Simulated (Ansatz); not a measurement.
Ansatz (a program for electronic structure) input (CCSD(T)/def2-SVPD):

Ansatz 0.2 input:
```yaml
crystal:
  periodic: [false, false, false]
  atoms:
    - {symbol: Fe, position_ang: [0.23569583, 0.07624769, -0.34159380]}
    - {symbol: O, position_ang: [-0.82647987, -0.26824326, 1.05437544]}
    - {symbol: H, position_ang: [1.26090699, 0.40951897, -1.56318198]}
    - {symbol: H, position_ang: [-0.77715951, -0.24601291, 2.00961724]}
basis:
  gaussian:
    orbitals: def2-SVPD
magnetization: {spin_polarized: true, initial_magnetization: 4}
correlation: {method: ccsd_t, electrons: outside_noble_gas}
output: {forces: true}
```

End of the output:

```
cycle  11  -9.81691255 eV  change   -4.8e-7 eV  update   2.2e-7
cycle  12  -9.81691275 eV  change   -2.0e-7 eV  update   1.1e-7
cycle  13  -9.81691282 eV  change   -7.3e-8 eV  update   5.8e-8
cycle  14  -9.81691281 eV  change    8.1e-9 eV  update   3.6e-8
cycle  15  -9.81691282 eV  change   -9.1e-9 eV  update   2.5e-8
cycle  16  -9.81691280 eV  change    1.5e-8 eV  update   2.0e-8
cycle  17  -9.81691280 eV  change    4.1e-9 eV  update   1.6e-8
cycle  18  -9.81691280 eV  change   -2.7e-9 eV  update   1.4e-8
cycle  19  -9.81691280 eV  change    4.8e-9 eV  update   1.2e-8
cycle  20  -9.81691280 eV  change    2.8e-9 eV  update   1.1e-8
cycle  21  -9.81691280 eV  change   -4.3e-9 eV  update   1.0e-8
coupled cluster: 0.34 GiB planned
cycle   1  -9.81691278 eV  update   8.3e-8
cycle   2  -9.81691278 eV  change   -3.3e-9 eV  update   2.2e-8
cycle   3  -9.81691277 eV  change    1.0e-8 eV  update   9.0e-9
cycle   4  -9.81691277 eV  change    1.3e-9 eV  update   5.5e-9
cycle   5  -9.81691277 eV  change    2.3e-9 eV  update   3.7e-9
cycle   6  -9.81691277 eV  change  -1.2e-10 eV  update   2.8e-9
cycle   7  -9.81691277 eV  change  -3.2e-10 eV  update   2.4e-9
cycle   8  -9.81691277 eV  change  -7.6e-10 eV  update   2.2e-9
cycle   9  -9.81691277 eV  change  -1.5e-10 eV  update   1.9e-9
perturbative correction -0.26577265 eV, -0.0097669649 hartree
the calculation of the forces begins
densities: 0.51 GiB planned
Total energy: -36426.08588863 eV, -1338.6339659193 hartree
Atom 0 at     0.235696     0.076248    -0.341594 Å, force     0.393031     0.127650    -0.487077 eV/Å
Atom 1 at    -0.826480    -0.268243     1.054375 Å, force    -0.514531    -0.166837     0.682585 eV/Å
Atom 2 at     1.260907     0.409519    -1.563182 Å, force     0.202120     0.065294    -0.308001 eV/Å
Atom 3 at    -0.777160    -0.246013     2.009617 Å, force    -0.080620    -0.026107     0.112493 eV/Å
Dipole moment:     0.034588     0.012637     0.186726 e Å
```

The spin state was set by rule; other spins were not relaxed.
